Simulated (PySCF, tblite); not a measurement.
Species: C7H11FN2.
Geometry (GFN2-xTB, Å), atoms numbered from 1 in this order:
```xyz
21
C7H11FN2 angstrom
C      2.976   -0.793    0.764
C      1.696   -0.178    0.344
N      0.547   -0.704    0.500
N     -0.441    0.130    0.105
C     -1.640   -0.457   -0.386
C     -2.470   -1.243    0.581
C     -2.940    0.100    0.117
C      0.113    1.300   -0.589
C      1.616    1.189   -0.322
F      2.354    1.228   -1.495
H      2.794   -1.796    1.138
H      3.445   -0.196    1.546
H      3.660   -0.837   -0.083
H     -1.599   -0.800   -1.421
H     -2.971   -2.126    0.219
H     -2.093   -1.327    1.587
H     -3.772    0.153   -0.568
H     -2.891    0.918    0.818
H     -0.084    1.252   -1.666
H     -0.329    2.211   -0.184
H      2.017    1.993    0.304
```

The calculation used PBE0/pcSseg-1 in PySCF (dipole) on a GFN2-xTB geometry, gas phase.

Take the most abundant isotopes and a rigid rotor. The values belong to one conformer with, in the numbering `[CH3:1][C:2]1=[N:3][N:4]([CH:5]2[CH2:6][CH2:7]2)[CH2:8][C@@H:9]1[F:10]`, N3–N4–C5–C6 66°.

**Question.** Give the principal moments of inertia and the rotational constants in MHz.

**Answer.** Ia = 180.01, Ib = 605.15, Ic = 736.29 u·Å²; 505379 MHz·u·Å²/I gives A = 2808, B = 835.1, C = 686.4 MHz.

**Question.** What kind of rotor is it?

**Answer.** An asymmetric top: κ = (2 × 835.1 − 2808 − 686.4)/(2808 − 686.4) = -0.86.

**Question.** What does the inertial defect say?

**Answer.** Not planar: Δ = Ic − Ia − Ib = -48.87 u·Å². For a rigid frame Δ = −2 Σ m c², so Σ m c² = 24.43 u·Å² lies off the ab plane: 10.84 from hydrogen and 13.59 from heavier atoms. The atom farthest from that plane is 1.54 Å away.

**Question.** Give the other two planar moments, Paa and Pbb, and the rms extents of the mass along the axes.

**Answer.** Paa = Σ m a² = (Ib + Ic − Ia)/2 = 580.72 and Pbb = Σ m b² = (Ia + Ic − Ib)/2 = 155.57 u·Å². With the mass M = 142.09 u, the rms extents √(P/M) along a, b and c are 2.02, 1.05, 0.41 Å.

**Question.** Which types of transition are allowed, and where do some lines up to J = 4 fall?

**Answer.** The dipole components are |μa| = 0.62 D, |μb| = 0.83 D, |μc| = 0.92 D. Intensities carry the squares of the components, which stand as 0.46 : 0.81 : 1.00 (a : b : c). Some lines, for components of 0.1 D or more:

```
type  branch         J(Ka,Kc)    MHz  lower level (cm⁻¹)
   c       Q  4(1,4) ← 4(0,4)   1403               0.504
   a       R  1(0,1) ← 0(0,0)   1522               0.000
   a       R  2(0,2) ← 1(0,1)   3035               0.051
   a       R  3(1,2) ← 2(1,1)   4782               0.228
   b       Q  4(2,2) ← 4(1,3)   5532               0.600
   c       Q  2(2,1) ← 2(1,1)   5917               0.228
   a       R  4(0,4) ← 3(0,3)   6006               0.303
   b       R  3(1,3) ← 2(0,2)   6168               0.152
   a       R  4(1,3) ← 3(1,2)   6366               0.387
   b       R  2(2,1) ← 1(1,0)   9109               0.122
   b       R  3(2,1) ← 2(1,2)  10968               0.213
   b       R  4(3,2) ← 3(2,1)  16300               0.579
   b       R  4(4,0) ← 3(3,1)  20415               0.919
```

**Question.** Estimate the classical rotational partition function at 10 K, 25 K and 200 K.

**Answer.** Point group C1, symmetry number σ = 1; q = (√π/σ)·√((kT/h)³/(ABC)), k/h = 20836.6 MHz/K: 4200 at 10 K, 16600 at 25 K, 376000 at 200 K.

Its GFN2-xTB frequencies are all real (lowest 42 cm⁻¹). These are rigid-rotor constants of the computed structure; measured ground-state constants (B0) also hold zero-point vibration. A rigid rotor knows nothing of internal rotation, which can split or shift real lines. Quadrupole hyperfine structure (14N) is left out.
